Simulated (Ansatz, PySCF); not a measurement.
CH9ClOSi3, SMILES [SiH2]([Si@H](Cl)C)[SiH2]O.

Geometry optimised at PBE0-D3(BJ)/def2-SVP. The structure was generated by enumeration; whether it is a known compound was not checked. The values are those of a single conformer.

Vertical ionisation energy (IE) and electron affinity (EA) in eV. Rows of orbital energies are one-electron estimates. Where ΔSCF, EOM or ADC give a negative EA the extra electron is unbound and the value depends on the basis.

| level | IE | EA |
|---|---|---|
| −ε(HOMO), −ε(LUMO), r2SCAN/def2-TZVP (PySCF) | 6.83 | 1.11 |
| −ε(HOMO), −ε(LUMO), PBE/def2-TZVP (PySCF) | 6.56 | 1.40 |
| ΔSCF, PBE0/def2-SVPD (Ansatz), final states of multiplicity 2 and 2 | 9.44 | -0.72 |
| ΔSCF, PBE/def2-SVPD (Ansatz), final states of multiplicity 2 and 2 | 9.08 | -0.48 |

Problem. What vertical singlet–triplet gap does ΔSCF give with PBE0/def2-SVPD (Ansatz, an electronic-structure program) and with PBE/def2-SVPD (Ansatz)? (Estimate from the structure and the level; the computed values follow.)

Solution. 5.38 and 4.97 eV (triplet above singlet where positive).
